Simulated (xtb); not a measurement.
F₄Si, singlet, at a GFN2-xTB geometry; GFN1-xTB run with xtb.

Here is a job for xtb.
```
$ xtb mol.xyz --gfn 1 --json

# file mol.xyz
5

Si     0.00000000    -0.00000000     0.00000000
F      0.88552320     0.90402113     0.92229500
F     -0.91389002    -0.91243756     0.88560507
F     -0.89400971     0.90408216    -0.91401078
F      0.92237653    -0.89566573    -0.89388928
```

What the program printed (banner, timings and long lists left out):

```
   ID    Z sym.   atoms
    1   14 Si     1
    2    9 F      2-5

           -------------------------------------------------
          |                Calculation Setup                |
           -------------------------------------------------

           -------------------------------------------------
          |                 G F N 1 - x T B                 |
           -------------------------------------------------

          ...................................................
          :                      SETUP                      :
          :.................................................:
          :  # basis functions                  26          :
          :  # atomic orbitals                  25          :
          :  # shells                           11          :
          :  # electrons                        32          :
          :  # halogen bonds                     0          :
          :  max. iterations                   250          :
          :  Hamiltonian                  GFN1-xTB          :
          :  restarted?                      false          :
          :  GBSA solvation                  false          :
          :  PC potential                    false          :
          :  electronic temp.          300.0000000     K    :
          :  accuracy                    1.0000000          :
          :  -> integral cutoff          0.2500000E+02      :
          :  -> integral neglect         0.1000000E-07      :
          :  -> SCF convergence          0.1000000E-05 Eh   :
          :  -> wf. convergence          0.2000000E-04 e    :
          :  Broyden damping             0.4000000          :
          :  net charge                          0          :
          :  unpaired electrons                  0          :
          ...................................................

 iter      E             dE          RMSdq      gap      omega  full diag
   1    -22.7480938 -0.227481E+02  0.909E+00   11.14       0.0  T
   2    -22.7547921 -0.669822E-02  0.536E+00   10.68       1.0  T
   3    -22.7185138  0.362782E-01  0.180E+00   11.78       1.0  T
   4    -22.7598070 -0.412931E-01  0.273E-01   11.00       1.0  T
   5    -22.7598330 -0.260424E-04  0.113E-01   11.06       1.0  T
   6    -22.7599594 -0.126349E-03  0.555E-03   11.02       8.1  T
   7    -22.7599597 -0.381114E-06  0.149E-03   11.02      30.1  T
   8    -22.7599598 -0.249336E-07  0.158E-04   11.02     282.4  T
   9    -22.7599598 -0.306020E-09  0.871E-08   11.02  100000.0  T

   *** convergence criteria satisfied after 9 iterations ***

         :::::::::::::::::::::::::::::::::::::::::::::::::::::
         ::                     SUMMARY                     ::
         :::::::::::::::::::::::::::::::::::::::::::::::::::::
         :: total energy             -22.699031212062 Eh    ::
         :: gradient norm              0.002605850866 Eh/a0 ::
         :: HOMO-LUMO gap             11.021035989360 eV    ::
         ::.................................................::
         :: SCC energy               -22.759959769694 Eh    ::
         :: -> electrostatic           0.034086271582 Eh    ::
         :: repulsion energy           0.061824864628 Eh    ::
         :: dispersion energy         -0.000896306995 Eh    ::
         :: halogen bond corr.         0.000000000000 Eh    ::
         :: add. restraining           0.000000000000 Eh    ::
         :: total charge              -0.000000000000 e     ::
         :::::::::::::::::::::::::::::::::::::::::::::::::::::

           -------------------------------------------------
          |                Property Printout                |
           -------------------------------------------------

    * Orbital Energies and Occupations

         #    Occupation            Energy/Eh            Energy/eV
      -------------------------------------------------------------
         1        2.0000           -0.8697197             -23.6663
       ...           ...                  ...                  ...
         4        2.0000           -0.8689601             -23.6456
         5        2.0000           -0.6213914             -16.9089
         6        2.0000           -0.5942743             -16.1710
         7        2.0000           -0.5942743             -16.1710
         8        2.0000           -0.5942743             -16.1710
         9        2.0000           -0.5883668             -16.0103
        10        2.0000           -0.5883668             -16.0103
        11        2.0000           -0.5578808             -15.1807
        12        2.0000           -0.5578808             -15.1807
        13        2.0000           -0.5578808             -15.1807
        14        2.0000           -0.5536677             -15.0661
        15        2.0000           -0.5536677             -15.0661
        16        2.0000           -0.5536677             -15.0661 (HOMO)
        17                         -0.1486521              -4.0450 (LUMO)
        18                         -0.0592820              -1.6131
        19                         -0.0592820              -1.6131
        20                         -0.0592820              -1.6131
        21                          0.1918124               5.2195
        22                          0.1918124               5.2195
        23                          0.7516147              20.4525
        24                          0.7516147              20.4525
        25                          0.7516147              20.4525
      -------------------------------------------------------------
                  HL-Gap            0.4050156 Eh           11.0210 eV
             Fermi-level           -0.3511599 Eh           -9.5555 eV

  Mulliken/CM5 charges         n(s)   n(p)   n(d)
     1Si    0.73936  0.64029   0.750  1.178  1.332
     2F    -0.18484 -0.16007   1.746  5.439  0.000
     3F    -0.18484 -0.16007   1.746  5.439  0.000
     4F    -0.18484 -0.16007   1.746  5.439  0.000
     5F    -0.18484 -0.16007   1.746  5.439  0.000

Wiberg/Mayer (AO) data.
largest (>0.10) Wiberg bond orders for each atom

 ---------------------------------------------------------------------------
     #   Z sym  total        # sym  WBO       # sym  WBO       # sym  WBO
 ---------------------------------------------------------------------------
     1  14 Si   5.135 --     5 F    1.284     2 F    1.284     3 F    1.284
                             4 F    1.284
     2   9 F    1.376 --     1 Si   1.284
     3   9 F    1.376 --     1 Si   1.284
     4   9 F    1.376 --     1 Si   1.284
     5   9 F    1.376 --     1 Si   1.284
 ---------------------------------------------------------------------------

Topologies differ in total number of bonds
Writing topology from bond orders to xtbtopo.mol

 dipole moment from electron density (au)
     X       Y       Z
   0.0000  -0.0000  -0.0000  total (Debye):    0.000

           -------------------------------------------------
          | TOTAL ENERGY              -22.699031212062 Eh   |
          | GRADIENT NORM               0.002605850866 Eh/α |
          | HOMO-LUMO GAP              11.021035989360 eV   |
           -------------------------------------------------

normal termination of xtb
```
